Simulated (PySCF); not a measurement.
A PySCF script (with the pyscf-properties extension) for the NMR shieldings of SMILES CC(=S)[BH2-][O+](C)C, C4H11BOS, on a GFN2-xTB geometry:

```python
import basis_set_exchange as bse
import numpy as np
from pyscf import gto, dft
from pyscf.prop import nmr

atoms = """
C     2.857570   -0.081715    0.480401
C     1.533981    0.419489   -0.001778
S     1.521778    1.742752   -0.971033
B     0.238794   -0.357273    0.506054
O    -1.078503    0.362711   -0.128354
C    -2.259382    0.064805    0.591672
C    -1.234801    0.103394   -1.514364
H     2.869054   -0.093576    1.570134
H     2.999287   -1.110536    0.148419
H     3.678792    0.531867    0.114494
H     0.218529   -1.496884    0.157546
H     0.126347   -0.222073    1.680934
H    -3.096981    0.619611    0.161678
H    -2.107844    0.378001    1.622371
H    -2.479203   -1.007502    0.569883
H    -1.428996   -0.957080   -1.702107
H    -2.058663    0.705369   -1.904152
H    -0.308518    0.404956   -2.000122
"""
names = dict.fromkeys(["C", "S", "B", "O", "H"], "pcSseg-1")
basis = {el: gto.basis.parse(bse.get_basis(n, elements=[el], fmt="nwchem")) for el, n in names.items()}
mol = gto.M(atom=atoms, basis=basis, charge=0, verbose=0)
mf = dft.RKS(mol, xc="PBE0")
mf.grids.level = 2
mf.grids.alignment = dft.numint.BLKSIZE   # the property module wants whole blocks of grid points
mf.conv_tol = 1e-9
mf.kernel()

calc = nmr.RKS(mf)   # GIAO
C = mf.mo_coeff
Co = C[:, mf.mo_occ > 0]
resp = mf.gen_response(singlet=True, hermi=2)
def vind(x):   # induced exchange potential for any number of trial vectors
    d = np.einsum("pi,xij,qj->xpq", C, 2 * x.reshape(-1, C.shape[1], Co.shape[1]), Co, optimize=True)
    return np.einsum("xpq,pi,qj->xij", resp(d - d.transpose(0, 2, 1)), C, Co, optimize=True).ravel()
mo1, _ = nmr.rhf.solve_mo1(calc, with_cphf=vind)
sigma = calc.kernel(mo1)
for i, s in enumerate(sigma):   # ppm
    w = np.linalg.eigvalsh((s + s.T) / 2)
    print("%2d %-2s iso %8.1f  s11 %8.1f  s22 %8.1f  s33 %8.1f" % (i, mol.atom_pure_symbol(i), w.mean(), *w))
```

Question: What does it print?

Answer: 
```
 0 C  iso    140.8  s11    117.5  s22    123.6  s33    181.2
 1 C  iso   -140.8  s11   -358.7  s22   -227.9  s33    164.3
 2 S  iso   -463.0  s11  -1644.9  s22   -386.8  s33    642.7
 3 B  iso     94.6  s11     76.9  s22     79.6  s33    127.3
 4 O  iso    321.5  s11    290.1  s22    332.9  s33    341.4
 5 C  iso    119.2  s11     80.1  s22     93.5  s33    183.8
 6 C  iso    120.9  s11     86.8  s22     94.7  s33    181.2
 7 H  iso     28.5  s11     25.3  s22     28.7  s33     31.4
 8 H  iso     28.6  s11     25.5  s22     28.7  s33     31.7
 9 H  iso     28.6  s11     25.4  s22     28.9  s33     31.4
10 H  iso     28.2  s11     24.9  s22     26.1  s33     33.6
11 H  iso     28.1  s11     24.4  s22     26.5  s33     33.3
12 H  iso     28.3  s11     24.4  s22     25.7  s33     34.7
13 H  iso     27.7  s11     23.8  s22     25.5  s33     33.8
14 H  iso     28.1  s11     24.4  s22     26.0  s33     33.9
15 H  iso     28.9  s11     25.7  s22     26.5  s33     34.4
16 H  iso     28.5  s11     25.3  s22     25.4  s33     34.8
17 H  iso     25.8  s11     20.2  s22     27.8  s33     29.4
```

These numbers come from an equivalent density-fitted implementation of the same equations, which agrees with the script to about 0.01 ppm for H and up to a few tenths of a ppm for heavy atoms, so last digits may differ.

Size and cost of the density-fitted run: 181 basis functions, 50 s wall time on 1 thread of an Arm Neoverse N1, shared host; peak memory 0.82 GiB.
